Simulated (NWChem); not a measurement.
# C₄H₅BO; SMILES C#CB1COC1

```xyz
11

C      0.0000     0.0000     2.8808
C      0.0000     0.0000     1.6611
B      0.0000     0.0000     0.1539
C      0.0000    -1.0574    -1.0182
O      0.0000     0.0000    -1.9858
C      0.0000     1.0574    -1.0182
H      0.0000     0.0000     3.9568
H      0.8916    -1.7097    -1.0986
H     -0.8916    -1.7097    -1.0986
H     -0.8916     1.7097    -1.0986
H      0.8916     1.7097    -1.0986
```
Atoms are numbered in this order, from 1.

Level: PBE0/def2-SVP (NWChem), optimised geometry, unscaled harmonic frequencies. 

Problem. List the harmonic frequencies with IR intensities, and the thermochemistry.

Solution. 
| frequency (cm⁻¹) | IR intensity (km/mol) |
|---|---|
| 113 | 3.9 |
| 153 | 0.1 |
| 204 | 8.9 |
| 377 | 8.5 |
| 458 | 9.4 |
| 504 | 0.0 |
| 508 | 0.6 |
| 684 | 43.0 |
| 796 | 3.7 |
| 796 | 22.9 |
| 885 | 11.2 |
| 980 | 13.8 |
| 997 | 4.4 |
| 1092 | 138.0 |
| 1135 | 0.0 |
| 1170 | 2.8 |
| 1189 | 65.9 |
| 1231 | 19.6 |
| 1345 | 114.9 |
| 1402 | 8.4 |
| 1436 | 14.5 |
| 2175 | 77.1 |
| 3014 | 34.6 |
| 3029 | 3.9 |
| 3067 | 32.4 |
| 3069 | 0.0 |
| 3474 | 59.5 |

```yaml
zero_point_energy: 50.4 kcal/mol
thermal correction to the enthalpy at 298.15 K (with zero-point energy): 55.0 kcal/mol
heat capacity Cv: 21.9 cal/(mol K)
entropy at 298.15 K and 1 atm (symmetry number 2): 76.5 cal/(mol K)
dipole_moment: 2.45 D
```

Rigid rotor and harmonic oscillator.
